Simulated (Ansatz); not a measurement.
Relaxation of SiCl3(NiPr2) (C6H14Cl3NSi) (charge 0, singlet) with RKS r2SCAN-D4/def2-SVP in Ansatz.

Positions (Å) and forces (eV/Å) at steps 12, 13, 14 of 14:

```xyz
25
step=12 energy=-53363.9985 eV
Si    0.793    1.868    0.891   -0.008   -0.027    0.015
Cl    0.605    1.882    2.954    0.002    0.005   -0.046
Cl    2.791    2.108    0.458   -0.042    0.023   -0.005
Cl   -0.209    3.563    0.246    0.050   -0.040    0.009
N     0.123    0.461    0.210   -0.005    0.072    0.059
C    -1.323    0.288    0.497   -0.002   -0.009   -0.010
C    -2.158    0.306   -0.782    0.006    0.004    0.009
C    -1.589   -0.937    1.372    0.003    0.009   -0.002
C     0.792   -0.606   -0.562    0.010   -0.013   -0.009
C     1.307   -0.112   -1.914   -0.011    0.017    0.001
C     1.867   -1.329    0.251   -0.008   -0.004    0.006
H    -1.627    1.173    1.089   -0.002   -0.012   -0.005
H    -1.920   -0.550   -1.433   -0.005    0.001   -0.007
H    -3.232    0.252   -0.541    0.002   -0.003   -0.003
H    -1.974    1.234   -1.345   -0.002   -0.007    0.000
H    -1.321   -1.872    0.855   -0.001   -0.002    0.004
H    -1.009   -0.874    2.305   -0.001   -0.003   -0.003
H    -2.658   -0.997    1.631    0.000    0.000   -0.001
H     0.000   -1.346   -0.771    0.004    0.008   -0.003
H     2.126    0.612   -1.790   -0.009   -0.012   -0.005
H     0.499    0.378   -2.480    0.017   -0.016    0.008
H     1.688   -0.955   -2.512    0.002    0.009    0.001
H     2.263   -2.190   -0.311   -0.002    0.004    0.001
H     2.712   -0.662    0.480   -0.002   -0.006   -0.003
H     1.453   -1.697    1.203    0.003    0.002   -0.010
25
step=13 energy=-53363.9990 eV
Si    0.793    1.869    0.890    0.006   -0.022   -0.015
Cl    0.598    1.892    2.951   -0.002    0.016   -0.037
Cl    2.791    2.109    0.457   -0.019    0.005    0.010
Cl   -0.195    3.562    0.224    0.016   -0.021    0.025
N     0.123    0.459    0.214   -0.012    0.045    0.042
C    -1.323    0.286    0.500    0.005   -0.005    0.003
C    -2.158    0.304   -0.780    0.006    0.001    0.008
C    -1.589   -0.938    1.374   -0.002    0.003   -0.005
C     0.791   -0.605   -0.561    0.019   -0.005   -0.011
C     1.308   -0.106   -1.911   -0.007    0.009   -0.005
C     1.865   -1.333    0.249   -0.009   -0.006    0.001
H    -1.628    1.171    1.091   -0.004    0.001   -0.003
H    -1.920   -0.553   -1.431   -0.004    0.000   -0.007
H    -3.231    0.249   -0.540    0.001   -0.002    0.000
H    -1.974    1.231   -1.343   -0.001   -0.002   -0.002
H    -1.320   -1.874    0.859    0.001   -0.003    0.002
H    -1.009   -0.875    2.307    0.000   -0.002   -0.002
H    -2.658   -1.000    1.633   -0.001   -0.001    0.000
H    -0.002   -1.343   -0.775    0.004    0.005   -0.001
H     2.128    0.617   -1.782   -0.011   -0.013   -0.005
H     0.502    0.388   -2.475    0.013   -0.013    0.007
H     1.689   -0.946   -2.512    0.000    0.008    0.001
H     2.260   -2.191   -0.318    0.000    0.003    0.002
H     2.710   -0.667    0.483   -0.001   -0.003   -0.001
H     1.450   -1.706    1.198    0.002    0.002   -0.007
25
step=14 energy=-53363.9992 eV
Si    0.795    1.869    0.889   -0.008    0.001   -0.004
Cl    0.598    1.900    2.949    0.006   -0.003   -0.008
Cl    2.792    2.113    0.455   -0.009   -0.010    0.008
Cl   -0.191    3.563    0.229   -0.001   -0.004   -0.004
N     0.123    0.460    0.217   -0.001    0.019    0.018
C    -1.323    0.286    0.500    0.002    0.002    0.008
C    -2.157    0.302   -0.781    0.005    0.000    0.005
C    -1.590   -0.938    1.375    0.000   -0.001   -0.005
C     0.790   -0.605   -0.560    0.014   -0.009   -0.013
C     1.307   -0.104   -1.910   -0.003    0.004   -0.002
C     1.864   -1.335    0.248   -0.007    0.000   -0.002
H    -1.630    1.170    1.090   -0.002    0.005   -0.002
H    -1.917   -0.554   -1.432   -0.001   -0.002   -0.004
H    -3.230    0.246   -0.542    0.000    0.000    0.002
H    -1.973    1.229   -1.344    0.000    0.003   -0.002
H    -1.320   -1.875    0.861    0.002   -0.004    0.000
H    -1.011   -0.875    2.309    0.000   -0.001    0.001
H    -2.659   -1.000    1.633   -0.001    0.000    0.000
H    -0.003   -1.341   -0.776    0.001    0.003    0.002
H     2.127    0.619   -1.782   -0.006   -0.007   -0.004
H     0.501    0.388   -2.475    0.006   -0.006    0.004
H     1.690   -0.944   -2.511    0.000    0.005    0.003
H     2.258   -2.192   -0.321    0.000    0.002    0.001
H     2.709   -0.670    0.482    0.003    0.000    0.001
H     1.449   -1.710    1.196    0.000    0.002   -0.003
```
